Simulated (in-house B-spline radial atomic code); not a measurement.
## Ionising Pt with different functionals

Computed with an all-electron radial atomic-structure program (B-spline basis): four-component Dirac-Coulomb Hamiltonian, Fermi nucleus of rms radius 5.427 fm, spin-restricted, spherical fractional occupations for the functionals. The ionisation energy is the difference of two self-consistent energies, [Xe] 4f14 5d9 6s1 → [Xe] 4f14 5d9, without Breit or QED terms; ε is the level of the shell that loses the electron (mean over j).

Hybrids are left out here: with spherical fractional occupations of an open shell their exact exchange keeps a self-interaction that integer-occupation calculations don't have.

```
           method  rung  ΔSCF (eV)  -ε(6s) (eV)
         LDA VWN5   LDA       9.54         5.97
 relativistic LDA   LDA          ?            ?
         LDA PW92   LDA       9.54         5.97
LDA exchange-only   LDA       8.49         4.96
              PBE   GGA       9.20         5.67
           PBEsol   GGA       9.24         5.71
             BLYP   GGA       9.25         5.67
             RPBE   GGA       9.08         5.56
             PW91   GGA          ?            ?
             BP86   GGA       9.38         5.85
             AM05   GGA       9.18         5.65
             OLYP   GGA       8.85         5.32
```

What does relativistic LDA give?

ΔSCF 9.49 eV, and -ε(6s) = 5.93 eV.

What does PW91 give?

ΔSCF 9.28 eV, and -ε(6s) = 5.74 eV.

How do they compare with the NIST value?

NIST lists 8.959 eV (measured, ground level to ground level). Errors run from -0.47 to +0.59 eV; OLYP is closest (-0.10 eV), but part of that can be cancellation, since the calculations leave out Breit-QED terms, spin polarisation, the choice among j levels, multiplet and fine-structure energies.
